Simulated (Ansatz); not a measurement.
Reaction (atomization): `F[C@@H]1CC[C@H](F)O1` → 4 C• + 2 F• + 6 H• + O•

Computed with Ansatz on PBE0-D4/def2-TZVP structures; ΔE is electronic, products minus reactants. CBS: MP2 limit from def2 TZ/QZ plus the TZ coupled-cluster correction, frozen cores. This one scheme is used for every species, atoms too. For atomizations the MP2-based limit and the directly extrapolated one differ by several kJ/mol either way, and by 10 to 25 for some Ge, Se and Sn compounds, so smaller differences from it don't rank the levels. Functionals use def2-TZVPP. Open shells (•) are unrestricted, without spin–orbit coupling. Spin–orbit coupling would lower the free atoms: a little for C, F, O.

`F[C@@H]1CC[C@H](F)O1`:

Cartesian coordinates in Å:
```
F 1.614 -0.335 -1.651
C 0.299 -0.281 -1.258
C 0.100 -1.070 0.034
C -0.561 -0.064 0.974
C -0.124 1.255 0.376
F 1.121 1.599 0.863
O -0.058 1.041 -0.992
H -0.289 -0.621 -2.113
H 1.081 -1.377 0.398
H -0.500 -1.966 -0.126
H -0.253 -0.158 2.014
H -1.650 -0.130 0.925
H -0.781 2.108 0.555
```

```tsv
level	ΔE (kJ/mol)
r2SCAN-D4	5460.1
r2SCANh-D4	5416.6
r2SCAN0-D4	5354.5
PBE0	5461.6
BHLYP	5187.8
CCSD/def2-SVP	5135.0
CCSD(T)/def2-TZVPP	5295.1
MP2/CBS(def2)	5574.1
```

(1) What does CCSD(T)/CBS give? (Estimate.)

Largest T1 diagnostic among the species: 0.012.

Results:

(1) Ansatz gave: +5429.2 kJ/mol. The listed levels differ from it by 30.9, -12.6, -74.7, 32.4, -241.4, -294.2, -134.1, 144.9 kJ/mol.

Leaving LDA and LC-ωPBE aside and taking each functional with its dispersion term where it has one, the values, not all of them listed here, spread over 401.1 kJ/mol, from BHLYP-D4 to PBE-D4. LDA lies +794.7 kJ/mol from PBE without D4, its usual overbinding. In def2-TZVPP, CCSD(T) changes the Hartree–Fock value by +1403.2 kJ/mol (the triples alone add +92.8 kJ/mol) and MP2 by +1548.1 kJ/mol; breaking electron pairs costs correlation energy, which Hartree–Fock lacks. The D4 term adds +40.9 kJ/mol with B3LYP and +21.4 kJ/mol with PBE0; it sums over pairs of atoms, weighted by their polarisabilities, and B3LYP, whose exchange is more repulsive, gets the larger term.

B3LYP here is the variant with VWN-RPA as its local correlation; programs differ in this.
